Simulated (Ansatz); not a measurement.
`FC(Br)(I)I` + H₂ → `BrC(I)I` + H–F at 600 K and 1 bar (hydrogenolysis of a C–F bond).

Calculated with Ansatz (gas phase, PBE0-D4/def2-TZVP geometries, no zero-point term in ΔE). CCSD(T)/CBS adds triple-zeta CCSD(T) − MP2 to the extrapolated MP2 energy (def2 sets, frozen cores). This one scheme is used for every species. Elements past krypton have def2 core potentials. For Br, I outer-core shells are correlated without core-valence functions, which leaves a few kJ/mol of doubt a bond. Scalar relativity is left out up to krypton.

```tsv
species	CCSD(T)/CBS energy (Eh)	H − E (kJ/mol)	S (J/(mol·K))
`FC(Br)(I)I`	-3306.00801	70.5	438.0
H₂	-1.17544	43.9	150.8
`BrC(I)I`	-3206.83557	86.9	413.5
H–F	-100.39570	42.3	194.0
```

H − E and S are ideal-gas, rigid-rotor, harmonic terms from PBE0-D4/def2-TZVP. The MP2-based limit puts H₂ 0.8 mEh under its directly extrapolated value; such offsets cancel only in part. 1 Eh = 2625.50 kJ/mol, R = 8.31446 J/(mol·K).

Q: By hand: ΔE, ΔH, ΔS and ΔG.

A: ΔE = (-3206.83557) + (-100.39570) − (-3306.00801) − (-1.17544) = -0.04782 Eh = -125.6 kJ/mol. Δ(H − E) = 86.9 + 42.3 − 70.5 − 43.9 = 14.8, so ΔH = -110.8 kJ/mol. ΔS = 413.5 + 194.0 − 438.0 − 150.8 = 18.7 J/(mol·K). ΔG = -110.8 − 600 × (18.7)/1000 = -122.0 kJ/mol.

Q: By hand: the equilibrium constant, and the temperature at which ΔG would vanish if ΔH and ΔS stayed fixed.

A: log₁₀ K = −ΔG/(RT ln 10) = 10.6. ΔH and −TΔS have one sign here, so there is no such temperature.

ΔH outweighs TΔS. A doubt of 5 kJ/mol in ΔE shifts log₁₀ K by 0.4 here. These are equilibria of isolated gas molecules and say nothing of rates. Largest T1 diagnostic: 0.010 (customary marks: 0.02 for closed shells, 0.045 for open ones).
